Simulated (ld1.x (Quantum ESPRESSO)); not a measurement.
# Logarithmic derivatives: Pt, ultrasoft

| Item | Value |
| --- | --- |
| Element | platinum (Pt) |
| Generator | ld1.x (Quantum ESPRESSO) 7.5 |
| Type | ultrasoft |
| Functional | PBE |
| Relativity | scalar-relativistic |
| Frozen core | [Kr] 4d10 4f14 |
| Valence charge | 18 |
| Reference configuration | 5s2 5p6 5d8 6s0 6p0 (charge +2) |
| Partial waves | 5s (bound): rcut 1.30, rcutus 1.40 bohr; 6s (bound, empty): rcut 1.30, rcutus 1.40 bohr; 5p (bound): rcut 1.40, rcutus 1.55 bohr; 6p (bound, empty): rcut 1.40, rcutus 1.55 bohr; 5d (bound): rcut 0.85, rcutus 1.20 bohr; 5d channel at -0.7 Ry: rcut 0.85, rcutus 1.20 bohr |
| Local potential | all-electron potential smoothed inside 1.35 bohr (lloc = -1) |
| Core correction | Bessel-smoothed model core inside 0.85 bohr |
| Augmentation charge | built from norm-conserving waves at rcut, not smoothed further |

The phase is arctan(r·u′/u) with u = r·R(r), unwrapped; energies in Ry, scanned from -11 to 5 Ry. A pole is an energy at which the radial function vanishes at the test radius. The pseudo phase is shifted by a multiple of π to meet the all-electron one at the reference energy, and phase errors are pseudo minus all-electron; the curves can meet again beyond the range given. Levels narrower than the energy grid can be missing from the lists of poles.

**Question.** For each channel, where are the poles, and over which energies does the pseudopotential scatter like the atom?

**Answer.**

```csv
channel,radius (bohr),reference energy (Ry),"poles, all-electron","poles, pseudo",unbroken range about the reference energy with phases within 0.05 rad,phase error 1 Ry above the reference energy (rad)
s,1.69,-1.63,-8.47,"-8.43, 4.53",not even at the reference energy,+0.325
p,1.69,-1.05,-4.48,"-4.82, -2.89",not even at the reference energy,+0.146
d,1.69,-1.90,0.95,0.94,the whole range,+0.000
```

A Bessel basis up to 400 Ry misses an occupied level by 1.89 Ry, so cutoffs and ghosts were not judged.

Phases in the d channel:

```csv
E (Ry),all-electron,pseudo
-11.00,1.365,1.365
-10.76,1.362,1.362
-10.52,1.359,1.359
-10.28,1.355,1.355
-10.04,1.352,1.352
-9.80,1.348,1.348
-9.56,1.344,1.344
-9.32,1.339,1.339
-9.08,1.335,1.335
-8.84,1.330,1.330
-8.60,1.325,1.325
-8.36,1.319,1.319
-8.12,1.313,1.313
-7.88,1.307,1.307
-7.64,1.300,1.300
-7.40,1.292,1.292
-7.16,1.284,1.284
-6.92,1.275,1.275
-6.68,1.265,1.265
-6.44,1.254,1.254
-6.20,1.242,1.242
-5.96,1.229,1.229
-5.72,1.214,1.214
-5.48,1.196,1.196
-5.24,1.176,1.176
-5.00,1.153,1.153
-4.76,1.126,1.126
-4.52,1.093,1.093
-4.28,1.053,1.053
-4.04,1.004,1.004
-3.80,0.941,0.941
-3.56,0.859,0.858
-3.32,0.748,0.748
-3.08,0.596,0.595
-2.84,0.384,0.383
-2.60,0.101,0.101
-2.36,-0.231,-0.232
-2.12,-0.551,-0.551
-1.88,-0.808,-0.808
-1.64,-0.996,-0.996
-1.40,-1.132,-1.132
-1.16,-1.232,-1.232
-0.92,-1.307,-1.307
-0.68,-1.365,-1.365
-0.44,-1.412,-1.412
-0.20,-1.451,-1.451
0.04,-1.483,-1.483
0.28,-1.510,-1.510
0.52,-1.534,-1.535
0.76,-1.556,-1.556
1.00,-1.575,-1.575
1.24,-1.592,-1.593
1.48,-1.608,-1.609
1.72,-1.623,-1.624
1.96,-1.637,-1.638
2.20,-1.651,-1.652
2.44,-1.664,-1.665
2.68,-1.677,-1.678
2.92,-1.689,-1.691
3.16,-1.702,-1.704
3.40,-1.714,-1.717
3.64,-1.727,-1.730
3.88,-1.740,-1.744
4.12,-1.754,-1.758
4.36,-1.768,-1.773
4.60,-1.783,-1.788
4.84,-1.799,-1.806
```
